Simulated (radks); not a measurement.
Ag3+, configuration [Kr] 4d8. All-electron calculation, Dirac Kohn-Sham, PBE, spin-unpolarised, spherical densities, finite nucleus; open shells fill j = l - 1/2 first; Fermi nuclear charge, rms radius 4.5454 fm. Program: a radial shooting solver on a logarithmic mesh with Libxc functionals.

Normalised radial functions P(r) = r R(r) (large component), r in bohr:

```
   r/bohr * 3d3/2, o 4s1/2, + 4p1/2 (the largest magnitude, 1.7, reaches the edge; | marks zero, & curves that meet)
 0.002688                             & o
   0.0035                             & o
 0.004557                             &  o
 0.005934                             &  o
 0.007726                             *+  o
  0.01006                             *+  o
   0.0131                             *+  o
  0.01706                             * + o
  0.02221                             *  +o
  0.02892                             |*o +
  0.03736                             o*   +
  0.04865                           o |  *  +
  0.06335                        o    |    * +
  0.08249                      o      |     + *
   0.1074                       o     |   +       *
   0.1399                          o +|                 *
   0.1821                       +     |   o                  *
   0.2371                   +         |         o                *
   0.3088                    +        |         o                *
   0.4021                          +  |   o                  *
   0.5236                     o       |      +        *
   0.6817            o                |       *       +
   0.8806          o                  |  *              +
    1.147               o             |*             +
    1.493                      o      *        +
    1.944                           o *   +
    2.532                            o*+
    3.297                             &
    4.293                             &
```

3d3/2: eigenvalue -401.32 eV, 0 radial nodes, <r> = 0.344 bohr, 90 % of the charge inside 0.544 bohr. 4s1/2: eigenvalue -133.57 eV, 3 radial nodes at r = 0.0391, 0.157, 0.438 bohr, <r> = 0.906 bohr, 90 % of the charge inside 1.31 bohr. 4p1/2: eigenvalue -100.33 eV, 2 radial nodes at r = 0.136, 0.435 bohr, <r> = 0.967 bohr, 90 % of the charge inside 1.42 bohr.
